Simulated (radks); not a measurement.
The numbers below are computed, except where a source is named.
Isoelectronic series with 33 electrons, each ion in its NIST ground configuration. Level of theory: scalar-relativistic Kohn-Sham, PBE, spin-unpolarised, spherical densities, finite nucleus; Fermi nuclear charge, rms radius of each element as measured or else 0.836 A^(1/3) + 0.57 fm (a radial shooting solver on a logarithmic mesh with Libxc functionals). Total energies (hartree) and mean radii <r> (bohr):

ion        configuration  E (hartree)     4p      4s
As     [Ar] 3d10 4s2 4p3  -2260.79156  2.555   1.939
Se+    [Ar] 3d10 4s2 4p3  -2429.54733  2.120   1.745
Br2+   [Ar] 3d10 4s2 4p3  -2605.09445  1.853   1.590
Kr3+   [Ar] 3d10 4s2 4p3  -2787.42870  1.663   1.465
Rb4+   [Ar] 3d10 4s2 4p3  -2976.55727  1.517   1.361
Sr5+   [Ar] 3d10 4s2 4p3  -3172.49356  1.399   1.272
Zr7+   [Ar] 3d10 4s2 4p3  -3584.86455  1.218   1.129
Nb8+   [Ar] 3d10 4s2 4p3  -3801.34380  1.147   1.071
Mo9+   [Ar] 3d10 4s2 4p3  -4024.71925  1.084   1.018
Tc10+  [Ar] 3d10 4s2 4p3  -4255.02189  1.028  0.9706
